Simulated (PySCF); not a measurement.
Spin-orbit coupling and the third ionisation energy along the lanthanides

Two-component X2C-1e calculated with PySCF 2.14: MP2 on generalised Hartree-Fock spinors (GMP2), with spin-orbit coupling off and on (screened by Boettger's factors); no Breit or QED terms. Values in eV; the references (NIST) lie between the lowest levels. Elements whose determinants are no pure J levels are left out.

```csv
element,configurations,spin-free,with spin-orbit,shift,reference
"La (x2c-TZVPall-2c, [Ar] 3d10 frozen)",[Xe] 5d1 → [Xe],18.404,18.541,0.137,19.177
"Tb (x2c-TZVPall-2c, [Ar] 3d10 frozen)",[Xe] 4f9 → [Xe] 4f8,21.323,21.442,0.119,21.82 ± 0.03 (s)
"Dy (x2c-TZVPall-2c, [Ar] 3d10 frozen)",[Xe] 4f10 → [Xe] 4f9,22.848,22.831,-0.017,22.89 ± 0.03 (s)
"Ho (x2c-TZVPall-2c, [Ar] 3d10 frozen)",[Xe] 4f11 → [Xe] 4f10,23.249,23.048,-0.202,22.79 ± 0.03 (s)
"Er (x2c-TZVPall-2c, [Ar] 3d10 frozen)",[Xe] 4f12 → [Xe] 4f11,23.589,23.274,-0.315,22.7 ± 0.03 (s)
"Tm (x2c-TZVPall-2c, [Ar] 3d10 frozen)",[Xe] 4f13 → [Xe] 4f12,25.058,24.601,-0.456,23.66 ± 0.03 (s)
"Lu (x2c-TZVPall-2c, [Ar] 3d10 frozen)",[Xe] 4f14 6s1 → [Xe] 4f14,20.912,20.916,0.004,20.959
```

Problem. Estimate the missing row, Yb (x2c-TZVPall-2c, [Ar] 3d10 frozen).

Solution. The calculation gives spin-free 27.000; with spin-orbit 26.367; shift -0.633. The reference value is 25.053 ± 0.025 (s).

The largest shift is at Yb, -0.633 eV, where spin-orbit coupling lowers the species with fewer electrons by more than the one with more (starting occupations closed and 4f5/2^6 4f7/2^7).

What remains against the references is mostly the basis and correlation beyond MP2. References marked (s) are semi-empirical, (t) theoretical.
